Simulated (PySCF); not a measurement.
Structure with atom numbers: `[CH3:1][c:2]1[cH:3][cH:4][cH:5][cH:6][c:7]1[NH2:8]`. Each H is labelled by its parent atom.

GIAO PBE0/pcSseg-1 shifts (PySCF 2.14.0 with density-fitted response routines, gas phase, non-relativistic, equivalent atoms averaged), each against references optimised in the same way as the molecule (TMS, NH3).

On the GFN2-xTB geometry: C7 150.2, C3 135.9, C5 133.0, C2 123.8, C4 122.5, C6 117.3, C1 20.1, N8 74.7, H(C3) 7.34, H(C5) 7.33, H(C4) 6.87, H(C6) 6.74, H(N8) 3.31, H(C1) 2.20 ppm.

Question: What changes on the PBE0-D3(BJ)/def2-SVP geometry?

Answer: 
```json
{"atoms": "C7", "δ (ppm)": "149.6", "change": "-0.6"}
{"atoms": "C3", "δ (ppm)": "135.7", "change": "-0.2"}
{"atoms": "C5", "δ (ppm)": "133.1", "change": "+0.1"}
{"atoms": "C2", "δ (ppm)": "123.1", "change": "-0.7"}
{"atoms": "C4", "δ (ppm)": "122.0", "change": "-0.5"}
{"atoms": "C6", "δ (ppm)": "116.5", "change": "-0.8"}
{"atoms": "C1", "δ (ppm)": "19.2", "change": "-0.9"}
{"atoms": "N8", "δ (ppm)": "74.3", "change": "-0.4"}
{"atoms": "H(C3)", "δ (ppm)": "7.13", "change": "-0.21"}
{"atoms": "H(C5)", "δ (ppm)": "7.13", "change": "-0.20"}
{"atoms": "H(C4)", "δ (ppm)": "6.72", "change": "-0.15"}
{"atoms": "H(C6)", "δ (ppm)": "6.54", "change": "-0.20"}
{"atoms": "H(N8)", "δ (ppm)": "3.00", "change": "-0.31"}
{"atoms": "H(C1)", "δ (ppm)": "2.08", "change": "-0.12"}
```

Bonds between heavy atoms that differ most (equivalent bonds averaged): C7–C2 1.403 → 1.414 Å, C2–C3 1.384 → 1.395 Å, C6–C7 1.393 → 1.403 Å, C4–C5 1.383 → 1.393 Å, C5–C6 1.381 → 1.391 Å. Mean change of bonds to hydrogen: C–H +0.013 Å, N–H +0.004 Å.
